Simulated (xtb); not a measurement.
Se(iPr)(NH2) (C₃H₉NSe), SMILES CC(C)[Se]N. All values are semi-empirical tight-binding results from xtb (GFN2-xTB unless named), good for trends rather than for accurate numbers. Coordinates come from a GFN2-xTB optimisation. Other conformers were not sampled.

* **orbital gap**: 4.07 eV
* **zero-point energy**: 73.2 kcal/mol
* **G − E(el) at 298.15 K (modified RRHO)**: 52.9 kcal/mol
* **static polarisability (D4 model)**: 75.4 bohr³
* **solvation energy, GFN2-xTB/ALPB(water)**: -3.7 kcal/mol
* **solvation energy, GFN2-xTB/ALPB(toluene)**: -5.2 kcal/mol
